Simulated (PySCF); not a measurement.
**Bond curve of KH**

Set-up: PySCF, no relativity, basis sets K 3-21G, H 3-21G. Energies in eV from K + H in their ground configurations at the same level. State: ¹Σ⁺ (singlet), closed shell.

Curves on a restricted Hartree–Fock reference rise too fast on stretching and do not dissociate correctly.

```
R (Å)      RHF  r²SCAN
2.000  -0.2130  -1.269
2.093  -0.3665  -1.404
2.186  -0.4608  -1.486
2.256  -0.5006  -1.521
2.326  -0.5188  -1.536
2.396  -0.5189  -1.535
2.489  -0.4961  -1.513
2.605  -0.4386  -1.462
2.745  -0.3385  -1.373
2.931  -0.1700  -1.228
```

Put a parabola through the three lowest points of the RHF curve and estimate Re, k and ωe (reduced mass 0.9824 u; 1 eV/Å² = 0.16022 mdyn/Å; ωe = 1302.8·√(k/μ) cm⁻¹).

Through R = 2.326, 2.396, 2.489 Å the second-order coefficient is 1.51 eV/Å², so Re ≈ 2.361 Å, k ≈ 0.485 mdyn/Å and ωe ≈ 915 cm⁻¹. A polynomial fit of higher order to the unrounded RHF energies gives Re = 2.361 Å, k = 0.541 mdyn/Å, ωe = 966 cm⁻¹; anharmonicity and rounding make the difference.

The higher-order fit for each curve: RHF: Re = 2.361 Å, ωe = 966 cm⁻¹, De = 0.52 eV; r²SCAN: Re = 2.356 Å, ωe = 913 cm⁻¹, De = 1.54 eV.

Where the molecule has an RHF reference, its open-shell atoms are computed with UHF. 3-21G is very small, so such numbers show the basis as much as the molecule.
